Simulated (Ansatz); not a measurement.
Program: Ansatz. Geometries: PBE0-D4/def2-TZVP. ΔE: electronic, gas phase. CCSD(T)/CBS adds triple-zeta CCSD(T) − MP2 to the extrapolated MP2 energy (def2 sets, frozen cores). This one scheme is used for every species. DFT in def2-TZVPP. B3LYP here is the variant with VWN-RPA as its local correlation; programs differ in this. Elements past krypton have def2 core potentials. For Se, Sn outer-core shells are correlated without core-valence functions, which leaves a few kJ/mol of doubt a bond. Scalar relativity is left out up to krypton. One conformer a species, not always the lowest.

Reaction (substitution at a C–Si bond): `C[Si]SC` + `C[O][SnH2][SeH]` → `C[O][SnH2][Se]C` + `CS[SiH]`

```tsv
level	ΔE (kJ/mol)	difference from CCSD(T)/CBS
PBE-D4	46.0	-0.7
r2SCAN-D4	50.2	3.5
PBE0-D4	48.3	1.6
B3LYP-D4	45.1	-1.6
ωB97X-V	47.6	0.9
ωB97M-V	49.4	2.7
B2PLYP	46.8	0.1
PBE	47.7	1.0
r2SCAN	50.8	4.1
PBE0	49.9	3.2
CCSD/def2-TZVPP	45.3	-1.4
CCSD(T)/def2-TZVPP	44.4	-2.3
HF/def2-QZVPP	48.6	1.9
HF/CBS(def2)	48.7	2.0
MP2/CBS(def2)	47.8	1.1
CCSD/CBS(def2)	47.6	0.9
CCSD(T)/CBS	46.7	0
```

Largest T1 diagnostic among the species: 0.016.
